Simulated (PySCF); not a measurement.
# BF₃ → BF + F₂

Level: B3LYP in the def2-TZVP basis family, all electrons, no relativity, computed in PySCF with density fitting; open shells unrestricted.

| species | state and structure | E (Eh) | ZPE (kJ/mol) | H(298 K) − H(0) (kJ/mol) | S° (J/(mol K)) |
| --- | --- | --- | --- | --- | --- |
| BF₃ | singlet, D3h, B–F 1.316 Å (×3) | -324.71421 | 32.4 | 11.7 | 254.8 |
| BF | singlet, C∞v, B–F 1.265 Å | -124.72088 | 8.4 | 8.7 | 200.6 |
| F₂ | singlet, D∞h, F–F 1.396 Å | -199.59957 | 6.3 | 8.8 | 202.2 |

Task: What is the electronic reaction energy?

Result: At B3LYP/def2-TZVP, ΔE = 1033.8 kJ/mol from the differences of the total energies times 2625.5, uphill. 

Task: Add zero-point, thermal and entropy terms for 298.15 K and 1 bar.

Result: ΔZPE = -17.7 and Δ[H(298) − H(0)] = 5.8 kJ/mol give ΔH° = 1021.9 kJ/mol. ΔS° = 148.0 J/(mol K), so ΔG° = 1021.9 − 298.15 × (0.1480) = 978 kJ/mol.

The structures come from searches over a few start shapes, so lower isomers are not excluded.
